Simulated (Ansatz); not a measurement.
Reaction (redistribution): `CO[SiH](O)[GaH2]` + `O=C([SiH3])S` → `CO[SiH](O)[SiH3]` + `O=[C](S)[GaH2]`

Program: Ansatz. Geometries: PBE0-D4/def2-TZVP. ΔE: electronic, gas phase. CBS: MP2 limit from def2 TZ/QZ plus the TZ coupled-cluster correction, frozen cores. Functionals use def2-TZVPP. B3LYP here is the variant with VWN-RPA as its local correlation; programs differ in this. HSE06 is defined as in plane-wave codes. For Ga outer-core shells are correlated without core-valence functions, which leaves a few kJ/mol of doubt a bond. Scalar relativity is left out up to krypton. Each species was taken in one conformer, which may not be the lowest.

`CO[SiH](O)[GaH2]`:

```xyz
12

C    -1.037   -1.549    0.383
O     0.021   -1.280   -0.508
Si    0.919    0.097   -0.479
O     1.781    0.266    0.924
Ga   -0.397    2.132   -0.528
H    -1.625   -2.376   -0.020
H    -0.657   -1.837    1.369
H    -1.696   -0.681    0.508
H     1.846   -0.105   -1.626
H     2.515   -0.334    1.072
H    -1.826    2.233    0.129
H     0.155    3.433   -1.223
```

`O=C([SiH3])S`:

```xyz
8

O    -0.218    0.911    1.562
C    -0.393    0.245    0.578
Si    1.035   -0.109   -0.666
S    -1.966   -0.487    0.156
H     0.541   -0.954   -1.781
H     1.510    1.202   -1.168
H     2.108   -0.802    0.086
H    -2.616   -0.007    1.233
```

`CO[SiH](O)[SiH3]`:

Z-matrix (Å, degrees):
```
C
O 1 1.411
H 1 1.094 2 111.1
H 1 1.091 2 108.3 3 119.4
H 1 1.096 2 111.4 3 -121.2
Si 2 1.640 1 123.7 3 74.0
Si 6 2.343 2 104.5 1 172.0
O 6 1.649 2 113.1 1 -65.6
H 6 1.487 2 109.6 1 48.7
H 7 1.489 6 110.3 2 -174.4
H 7 1.490 6 109.8 2 66.7
H 7 1.487 6 111.2 2 -53.7
H 8 0.958 6 117.5 2 -68.9
```

`O=[C](S)[GaH2]`:

Cartesian coordinates in Å:
```
O -1.433 1.199 0.986
C -0.463 0.562 0.686
S 0.907 0.420 1.853
Ga -0.277 -0.385 -1.106
H 1.672 -0.347 1.060
H -1.457 -0.264 -2.120
H 1.051 -1.185 -1.360
```

```tsv
level	ΔE (kcal/mol)	difference from CCSD(T)/CBS
LDA (SPW92)	2.1	0.4
PBE-D4	1.6	-0.1
revPBE-D4	1.6	-0.1
BLYP-D4	2.1	0.4
r2SCAN-D4	1.6	-0.1
B97M-V	1.0	-0.7
r2SCANh-D4	1.7	0.0
r2SCAN0-D4	1.8	0.1
HSE06-D4	1.7	0.0
BHLYP-D4	2.5	0.8
ωB97X-V	1.9	0.2
ωB97M-V	2.7	1.0
B2PLYP	2.0	0.3
PBE-QIDH	1.8	0.1
PBE	1.5	-0.2
revPBE	1.1	-0.6
BLYP	1.7	0.0
r2SCAN	1.6	-0.1
PBE0	1.6	-0.1
B3LYP	1.9	0.2
r2SCANh	1.7	0.0
r2SCAN0	1.8	0.1
HSE06	1.6	-0.1
BHLYP	2.2	0.5
CAM-B3LYP	2.2	0.5
RPA@PBE/def2-TZVPP	1.5	-0.2
HF/def2-SVP	3.2	1.5
MP2/def2-SVP	3.0	1.3
CCSD/def2-SVP	2.8	1.1
CCSD(T)/def2-SVP	2.6	0.9
HF/def2-TZVPP	2.0	0.3
MP2/def2-TZVPP	2.1	0.4
SCS-MP2/def2-TZVPP	2.1	0.4
CCSD/def2-TZVPP	1.8	0.1
CCSD(T)/def2-TZVPP	1.6	-0.1
MP2/def2-QZVPP	2.1	0.4
SCS-MP2/def2-QZVPP	2.0	0.3
HF/CBS(def2)	1.8	0.1
MP2/CBS(def2)	2.2	0.5
CCSD/CBS(def2)	1.9	0.2
CCSD(T)/CBS	1.7	0
```

Largest T1 diagnostic among the species: 0.017.

At CCSD(T), def2-SVP lies +0.9 kcal/mol from the extrapolated value and def2-TZVPP −0.1 kcal/mol. Leaving LDA and LC-ωPBE aside and taking each functional with its dispersion term where it has one, the values spread over 1.7 kcal/mol, from B97M-V to ωB97M-V.
